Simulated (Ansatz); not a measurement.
Total energies of the cluster BeF3⁻ from Ansatz at PBE-D4/def2-TZVPD, gas phase (1 Eh = 27.2114 eV = 2625.5 kJ/mol). The reference geometry is relaxed at r2SCAN-D4/def2-TZVPD.

```xyz
4

Be    0.000    0.000    0.000
F     0.414    1.416    0.062
F    -0.220   -0.648   -1.309
F    -0.194   -0.768    1.247
```

```json
{"state": "charge -1 singlet", "geometry": "reference", "energy (Eh)": "-314.40365"}
{"state": "charge 0 doublet", "geometry": "reference", "energy (Eh)": "-314.18667"}
{"state": "charge -1 triplet", "geometry": "relaxed at r2SCAN-D4/def2-TZVPD", "energy (Eh)": "-314.17378"}
{"state": "charge -1 quintet", "geometry": "relaxed at r2SCAN-D4/def2-TZVPD", "energy (Eh)": "-313.91528"}
```

Q: Work out the vertical ionisation energy to the doublet.

A: E(charge 0 doublet) − E(charge -1 singlet) = -314.18667 − (-314.40365) = 0.21698 Eh = 5.90 eV. For comparison, −ε of the highest occupied level is 2.07 eV at this level, 3.83 eV less.

Q: Which of the charge -1 states is lowest, and how far above it are the others?

A: The singlet. triplet: -314.17378 − (-314.40365) = 0.22987 Eh = 603.5 kJ/mol; quintet: -313.91528 − (-314.40365) = 0.48837 Eh = 1282.2 kJ/mol. The quintet has fallen apart, so its energy is that of loose fragments and no spin gap. The quintet differs in its bonds from the reference.

At PBE-D4/def2-TZVPD the highest occupied level of the charge -1 triplet lies above zero (up to 1.88 eV). The electron is either unbound and held by the finite basis, or the level is raised by self-interaction error. At PBE-D4/def2-TZVPD the highest occupied level of the charge -1 quintet lies above zero (up to 2.23 eV).

The structure comes from a short search, and lower isomers may exist.
